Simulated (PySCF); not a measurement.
B(Cl)(OMe)(NH2) (CH5BClNO), SMILES COB(N)Cl. The structure is a stationary point at PBE-D3(BJ)/def2-SVP. The structure was generated by enumeration, and PubChem lists no compound with its InChIKey, so it may never have been made. One conformer was computed; it need not be the lowest.

These are PBE-D3(BJ)/def2-SVP run with PySCF values and carry that method's errors.

Harmonic wavenumbers (cm⁻¹): 123, 129, 217, 305, 364, 394, 509, 569, 656, 841, 1059, 1132, 1158, 1225, 1362, 1423, 1423, 1457, 1544, 2919, 2990, 3058, 3537, 3643. Rotational constants (GHz): 7.800, 2.418, 1.868; symmetry number 1.

Q: Work out the zero-point energy and the ideal-gas rigid-rotor harmonic-oscillator thermochemistry at 298.15 K and 1 atm.

A: ZPE = ½ Σ hcν = ½ × 32038 cm⁻¹ = 45.80 kcal/mol. H − E(el) = 50.49 kcal/mol. Entropy in cal/(mol K): translation 39.51, rotation 26.61, vibration 13.44, total 79.57. G − E(el) = 26.77 kcal/mol. Cp = 23.60 cal/(mol K). Modes under 150 cm⁻¹ make the vibrational entropy uncertain.
